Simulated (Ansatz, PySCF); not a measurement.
Molecule: C$_{2}$H$_{2}$O, net charge 0, singlet state. SMILES: OC#C
Geometry: optimised at B3LYP-D3(BJ)/def2-TZVP (Ansatz, a program for electronic structure).

Harmonic wavenumbers (cm⁻¹) at HF/6-31G* (Ansatz, at its own minimum) and at B3LYP-D3(BJ)/def2-TZVP (PySCF, at the structure above). 6-31G* holds six Cartesian d functions. Modes are numbered in rising order, 9 in all, and paired by that order; shown are modes over 250 cm⁻¹ that lie over 6 % from every other mode at both levels, one of each degenerate set, at most eight drawn at random. The second level is harmonic too, so this factor is not the one that brings values to measured fundamentals.

```tsv
mode	HF/6-31G* (x)	B3LYP-D3(BJ)/def2-TZVP (y)
1	463	397
3	700	540
4	797	641
5	1168	1085
6	1386	1248
8	3683	3488
9	4065	3747
```

Fit one scale factor, y = λ·x, by least squares, and use it for mode 7, which lies at 2480 cm⁻¹ at HF/6-31G*.

λ = Σxy/Σx² = 32147555/34713512 = 0.9261; the rows scatter about it by 65 cm⁻¹ (root mean square). Prediction for mode 7: 2297 cm⁻¹. The wavenumber at B3LYP-D3(BJ)/def2-TZVP is 2280 cm⁻¹, so the fit misses by +17 cm⁻¹, against +200 cm⁻¹ without it. The fit is meant for this molecule alone.
